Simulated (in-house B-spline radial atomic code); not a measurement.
How numerical settings move a run on Sm III (Sm2+), [Xe] 4f6. Computed with a B-spline radial code for spherical atoms: Dirac-Kohn-Sham PBE0, spherical fractional occupations, Fermi nucleus of rms radius 5.0819 fm.

Command:
```bash
python run_scf.py task.json out
```
Settings of the sound reference run:
```
Z                62
electrons        60
configuration    [Xe] 4f6
hamiltonian      dirac
method           pbe0
spin_polarised   False
nucleus          fermi
rms_radius       5.0819
mass_number      152
atomic_mass      151.9197
speed_of_light   137.036
knot_spacing     0.22
spline_order     8
gauss_points     12
box_radius       22.22
max_iterations   70
damping          0.5
damped_steps     3
diis_vectors     10
tolerance        1e-08
start            Thomas-Fermi
```

Run time, properties included: 2.7 s on 1 thread of Arm Neoverse N1, on a shared host.

It converges in 11 iterations to -10432.487970 hartree, with 4f7/2 at -15.0334 eV. The other runs change the listed settings, some to values that make no sense; their results aren't properties of the atom or ion. Radii are in bohr (the nuclear one in fm), a minus after a letter asks for a j subshell, and «unchanged» means within 1e-8 hartree. The run stops when the residual is below 10 × tolerance × max(1, Z/10), or a noise floor if that is larger, and the energy moves by less than 1e-8 × √|E| hartree; so very loose and very tight tolerances often act alike.

| changed settings | outcome |
| --- | --- |
| spline_order = 7 | converged in 11 iterations, energy -2.37e-06 hartree from the reference, 4f7/2 level -1.2e-05 eV |
| box_radius = 3.33 | converged in 10 iterations, energy +3.27e-01 hartree from the reference, 4f7/2 level +4.7e+00 eV (the program warns: 4f7/2 reaches the box edge; 4d3/2 reaches the box edge) |
| method = hf, speed_of_light = 31.01125 | stopped with error: Z/c is past the critical charge |
| box_radius = 11.11 | converged in 11 iterations, energy +8.50e-08 hartree from the reference, 4f7/2 level +2.0e-05 eV |
| box_radius = 2.22 | converged in 9 iterations, energy +5.37e+00 hartree from the reference, 4f7/2 level +3.0e+01 eV (the program warns: 4f7/2 has a positive eigenvalue: unbound, held by the box; 4f5/2 has a positive eigenvalue: unbound, held by the box) |
| electrons = 63, configuration = [Xe] 4f6 6s3, max_iterations = 50 | stopped with error: shell 6s holds at most 2 electrons |
| tolerance = 1e-13 | converged in 11 iterations, energy unchanged |
| box_radius = 4.44 | converged in 10 iterations, energy +2.39e-02 hartree from the reference, 4f7/2 level +7.6e-01 eV (the program warns: 4f7/2 reaches the box edge; 5s1/2 reaches the box edge) |
| box_radius = 1.33, max_iterations = 100, diis_vectors = 20, tolerance = 0.01, start = bare nucleus | converged in 9 iterations, energy +7.24e+01 hartree from the reference, 4f7/2 level +1.6e+02 eV (the program warns: 4f7/2 has a positive eigenvalue: unbound, held by the box; 5s1/2 has a positive eigenvalue: unbound, held by the box) |
| box_radius = 1.33 | converged in 8 iterations, energy +7.24e+01 hartree from the reference, 4f7/2 level +1.6e+02 eV (the program warns: 4f7/2 has a positive eigenvalue: unbound, held by the box; 5s1/2 has a positive eigenvalue: unbound, held by the box) |
| spline_order = 5 | converged in 11 iterations, energy +2.39e-04 hartree from the reference, 4f7/2 level -6.0e-05 eV |
| tolerance = 1e-06 | converged in 10 iterations, energy unchanged, 4f7/2 level +2.6e-04 eV |
| spline_order = 6 | converged in 11 iterations, energy +1.75e-05 hartree from the reference, 4f7/2 level -8.7e-06 eV |
| box_radius = 0.89 | converged in 8 iterations, energy +3.94e+02 hartree from the reference, 4f7/2 level +4.8e+02 eV (the program warns: 4f7/2 has a positive eigenvalue: unbound, held by the box; 4s1/2 has a positive eigenvalue: unbound, held by the box) |
| spline_order = 10 | converged in 11 iterations, energy -3.01e-06 hartree from the reference, 4f7/2 level -8.1e-06 eV |

(1) What happens with box_radius = 6.67?

(2) What happens with electrons = 68, configuration = [Xe] 4f6 7s2 7p6, max_iterations = 50?

(3) What happens with spline_order = 3?

(4) What happens with knot_spacing = 0.3, box_radius = 88.88, max_iterations = 5, tolerance = 0.001?

## Answers

(1) Converged in 11 iterations, energy +2.67e-04 hartree from the reference, 4f7/2 level +2.5e-02 eV (the program warns: 4f7/2 reaches the box edge; 5s1/2 reaches the box edge).

(2) Converged in 13 iterations to -10431.9865 hartree, a different physical problem (warning: 4f7/2 has a positive eigenvalue: unbound, held by the box).

(3) Converged in 11 iterations, energy +3.60e-01 hartree from the reference, 4f7/2 level -5.3e-02 eV.

(4) Not converged after 5 iterations, last residual 4.7e-02, last energy +1.93e-02 hartree from the reference.
